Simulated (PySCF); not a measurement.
Strontium: a sound run and one with changed settings

Sound run: Sr [Kr] 5s2, Sr⁺ [Kr] 5s1. All numbers are calculated (PySCF 2.14, scalar relativity through the core potential, in def2-SVP with the def2 core potential (28 electrons) (4s3p2d, 23 functions)). The sound run starts from symmetry-adapted Hartree-Fock orbitals and uses a fine grid where one is needed.

Changed run: basis STO-3G, all-electron and non-relativistic. This setting is unsound on purpose.

```json
{"species": "Sr", "method": "UHF", "sound run (hartree)": "-30.33878", "changed run (hartree)": "-3099.11673", "converged": "yes"}
{"species": "Sr", "method": "BP86", "sound run (hartree)": "-30.72058", "changed run (hartree)": "-3100.82335", "converged": "yes"}
{"species": "Sr", "method": "LDA", "sound run (hartree)": "-30.56992", "changed run (hartree)": "-3096.46528", "converged": "yes"}
{"species": "Sr⁺", "method": "UHF", "sound run (hartree)": "-30.16456", "changed run (hartree)": "-3099.06918", "converged": "yes"}
{"species": "Sr⁺", "method": "BP86", "sound run (hartree)": "-30.50683", "changed run (hartree)": "-3100.71078", "converged": "yes"}
{"species": "Sr⁺", "method": "LDA", "sound run (hartree)": "-30.35466", "changed run (hartree)": "-3096.34909", "converged": "yes"}
```

Ionisation energy of Sr:

```csv
method,sound run (eV),changed run (eV)
UHF,4.741,1.294
BP86,5.816,3.063
LDA,5.858,3.162
```

A minimal basis cannot let orbitals breathe on ionisation and holds almost no correlation. The Hamiltonian changed with the basis, so the totals do not compare.

For comparison, NIST gives 5.695 eV between the lowest levels.
